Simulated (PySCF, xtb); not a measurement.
CH3NO3Si, SMILES [SiH](N=C=O)(O)O. Other conformers were not sampled.

Harmonic wavenumbers (cm⁻¹) from GFN2-xTB (xtb 6.7.1) at its own minimum, in rising order: 50, 88, 152, 231, 249, 305, 329, 505, 508, 645, 655, 702, 798, 818, 901, 969, 1507, 2384, 2506, 3656, 3695.

Question: What does PBE-D3(BJ)/def2-SVP (PySCF) give at its own minimum? (An estimate is asked for; the answer gives what the named calculation found.)

Answer: 47, 53, 142, 207, 273, 326, 363, 563, 586, 596, 752, 770, 820, 853, 890, 956, 1465, 2259, 2396, 3760, 3772. Paired by order, the mean absolute difference is 49 cm⁻¹ and the zero-point energies are 31.0 and 31.2 kcal/mol.
